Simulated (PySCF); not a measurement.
Compound: C2H7ClGeO.
Structure used (PBE0-D3(BJ)/def2-SVP), in Å, numbered top down from 1:
```xyz
12
C2H7ClGeO angstrom
C     -1.7699    0.4771    0.0461
O     -1.2007   -0.7880    0.2284
Ge     0.4502   -1.1208   -0.3411
C      1.6126    0.3870    0.1493
Cl     1.4860    0.7376    1.8958
H     -1.2535    1.2563    0.6382
H     -1.7783    0.7988   -1.0146
H     -2.8173    0.4401    0.3856
H      0.4547   -1.2594   -1.8815
H      0.8652   -2.4100    0.3735
H      1.3289    1.2949   -0.4014
H      2.6632    0.1601   -0.0832
```

Computed with core-valence-separated Tamm–Dancoff BHandHLYP/aug-pcX-1 (pcseg-1 on H, def2-SVPD on Cl, def2-SVPD on Ge) in PySCF, non-relativistic, gas phase, PBE0-D3(BJ)/def2-SVP geometry. Absolute energies from this functional tend to lie a few eV below measured edges; no shift was applied.

The lowest roots of each edge with f over 0.003 (five at most, numbered afresh; weaker and dark ones are left out), with transition dipoles (au) in the frame of the coordinates:

```tsv
root	edge	E (eV)	f	μx	μy	μz
1	C	284.76	0.0607	-0.0070	0.0160	0.0916
2	C	286.47	0.0278	-0.0275	0.0529	-0.0202
3	C	286.92	0.0060	0.0083	0.0071	-0.0270
4	C	286.92	0.0052	-0.0173	0.0088	0.0191
5	C	287.36	0.0372	0.0712	0.0097	0.0106
6	O	531.71	0.0203	-0.0346	-0.0047	0.0185
7	O	533.50	0.0050	-0.0156	0.0039	-0.0110
8	O	533.68	0.0096	0.0058	0.0265	-0.0009
9	O	533.82	0.0182	0.0251	-0.0271	-0.0047
10	O	534.30	0.0040	0.0031	0.0067	0.0157
```

Task: Molecules are fixed in this frame and the field points along y. What effective strengths 3 f cos²θ do the roots have (θ between field and μ)?

Result: root 1 (C4): 0.005, root 2 (C1): 0.059, root 3 (C4): 0.001, root 4 (C1): 0.002, root 5 (C4): 0.002, root 6 (O2): 0.001, root 7 (O2): 0.001, root 8 (O2): 0.028, root 9 (O2): 0.029, root 10 (O2): 0.002. Root 2 is the strongest. Averaged over all orientations cos²θ is 1/3, which gives f back. For degenerate partners only the sum has meaning, as the program may mix them freely.

 Relativistic effects, spin–orbit coupling among them, are left out although an element past zinc is present.

Time: 9.7 s; peak memory 0.87 GiB. Hardware: AMD EPYC 9R14, one thread, on a shared host.

One conformer stands for the species.
